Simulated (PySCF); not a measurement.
thioethanol (C$_{2}$H$_{6}$S), singlet, at a GFN2-xTB geometry; PBE/6-31G run with PySCF.

Here is a job for PySCF.
```python
from pyscf import gto, scf, dft

mol = gto.M(
    atom='''
C     1.52061639    0.69110205   -0.00537013
C     0.01160357    0.83116525    0.00317706
S    -0.76180616   -0.83788851    0.00077464
H    -2.02039087   -0.40414507    0.00913826
H    -0.33041049    1.34965505    0.89884698
H    -0.33986788    1.35660473   -0.88474809
H     1.98452811    1.67524859   -0.00399531
H     1.85553895    0.14418625    0.87317856
H     1.84618103    0.15106283   -0.89165625
''',
    basis='6-31g',
    verbose=4,
)

mf = dft.RKS(mol)
mf.xc = 'pbe'
mf.kernel()
```

What the program printed (banner, timings and long lists left out):

```
PySCF version 2.14.0

[INPUT] verbose = 4
[INPUT] num. atoms = 9
[INPUT] num. electrons = 34
[INPUT] charge = 0
[INPUT] spin (= nelec alpha-beta = 2S) = 0
[INPUT] symmetry False subgroup None
[INPUT] Mole.unit = angstrom
[INPUT] Symbol           X                Y                Z      unit          X                Y                Z       unit  Magmom
[INPUT]  1 C      1.520616390000   0.691102050000  -0.005370130000 AA    2.873548517625   1.305993598625  -0.010148074953 Bohr   0.0
[INPUT]  2 C      0.011603570000   0.831165250000   0.003177060000 AA    0.021927569367   1.570674686756   0.006003773281 Bohr   0.0
[INPUT]  3 S     -0.761806160000  -0.837888510000   0.000774640000 AA   -1.439605002407  -1.583379806820   0.001463857445 Bohr   0.0
[INPUT]  4 H     -2.020390870000  -0.404145070000   0.009138260000 AA   -3.817985408872  -0.763723496893   0.017268808655 Bohr   0.0
[INPUT]  5 H     -0.330410490000   1.349655050000   0.898846980000 AA   -0.624385334783   2.550478407136   1.698574620092 Bohr   0.0
[INPUT]  6 H     -0.339867880000   1.356604730000  -0.884748090000 AA   -0.642257211737   2.563611398990  -1.671931579332 Bohr   0.0
[INPUT]  7 H      1.984528110000   1.675248590000  -0.003995310000 AA    3.750214614401   3.165761025664  -0.007550041683 Bohr   0.0
[INPUT]  8 H      1.855538950000   0.144186250000   0.873178560000 AA    3.506460428963   0.272472523428   1.650068336242 Bohr   0.0
[INPUT]  9 H      1.846181030000   0.151062830000  -0.891656250000 AA    3.488776523067   0.285467376302  -1.684986109757 Bohr   0.0

nuclear repulsion = 107.456706466105
number of shells = 29
number of NR pGTOs = 114
number of NR cGTOs = 43
basis = 6-31g
ecp = {}

******** <class 'pyscf.dft.rks.RKS'> ********
method = RKS
initial guess = minao
damping factor = 0
level_shift factor = 0
DIIS = <class 'pyscf.scf.diis.CDIIS'>
diis_start_cycle = 1
diis_space = 8
diis_damp = 0
SCF conv_tol = 1e-09
SCF conv_tol_grad = None
SCF max_cycles = 50
direct_scf = True
direct_scf_tol = 1e-13
XC library pyscf.dft.libxc version 7.1.2
    S. Lehtola, C. Steigemann, M. J. T. Oliveira, and M. A. L. Marques,  SoftwareX 7, 1–5 (2018)
XC functionals = pbe
    J. P. Perdew, K. Burke, and M. Ernzerhof,  Phys. Rev. Lett. 77, 3865 (1996)
    J. P. Perdew, K. Burke, and M. Ernzerhof,  Phys. Rev. Lett. 78, 1396 (1997)
    J. P. Perdew, K. Burke, and M. Ernzerhof,  Phys. Rev. Lett. 77, 3865 (1996)
    J. P. Perdew, K. Burke, and M. Ernzerhof,  Phys. Rev. Lett. 78, 1396 (1997)
radial grids:
    Treutler-Ahlrichs [JCP 102, 346 (1995); DOI:10.1063/1.469408] (M4) radial grids

becke partition: Becke, JCP 88, 2547 (1988); DOI:10.1063/1.454033
pruning grids: <function nwchem_prune>
grids dens level: 3
symmetrized grids: False
atomic radii adjust function: <function treutler_atomic_radii_adjust>
small_rho_cutoff = 0
Set gradient conv threshold to 3.16228e-05
Initial guess from minao.
tot grids = 105968
init E= -477.68703526386
  HOMO = -0.266157211342741  LUMO = -0.035282499102081  gap/eV = 6.28242
cycle= 1 E= -477.606444189549  delta_E= 0.0806  |g|= 0.387  |ddm|= 2.62
  HOMO = -0.153361070974988  LUMO = 0.0400469581870004  gap/eV = 5.26290
cycle= 2 E= -477.561243937794  delta_E= 0.0452  |g|= 0.555  |ddm|=  1.2
  HOMO = -0.192718937389221  LUMO = 0.0123760067764165  gap/eV = 5.58092
cycle= 3 E= -477.652318678696  delta_E= -0.0911  |g|= 0.0379  |ddm|=  0.7
  HOMO = -0.198585217798707  LUMO = 0.0106247143092904  gap/eV = 5.69289
cycle= 4 E= -477.65268020207  delta_E= -0.000362  |g|= 0.0218  |ddm|= 0.0977
  HOMO = -0.197111445170598  LUMO = 0.0107493464518666  gap/eV = 5.65618
cycle= 5 E= -477.65281912342  delta_E= -0.000139  |g|= 0.00301  |ddm|= 0.0259
  HOMO = -0.196753489512465  LUMO = 0.0110109238127489  gap/eV = 5.65356
cycle= 6 E= -477.652821446037  delta_E= -2.32e-06  |g|= 0.00103  |ddm|= 0.00507
  HOMO = -0.196908551049623  LUMO = 0.0109148152940277  gap/eV = 5.65516
cycle= 7 E= -477.65282177274  delta_E= -3.27e-07  |g|= 0.000132  |ddm|= 0.00172
  HOMO = -0.196911362481758  LUMO = 0.0109113530208567  gap/eV = 5.65514
cycle= 8 E= -477.652821780211  delta_E= -7.47e-09  |g|= 1.8e-05  |ddm|= 0.000351
  HOMO = -0.196908825314667  LUMO = 0.0109134950460135  gap/eV = 5.65513
cycle= 9 E= -477.652821780361  delta_E= -1.5e-10  |g|= 2.61e-06  |ddm|= 4.58e-05
  HOMO = -0.196909613586043  LUMO = 0.0109126683722034  gap/eV = 5.65513
Extra cycle  E= -477.652821780362  delta_E= -9.09e-13  |g|= 2.69e-06  |ddm|= 7.54e-06
converged SCF energy = -477.652821780362
```
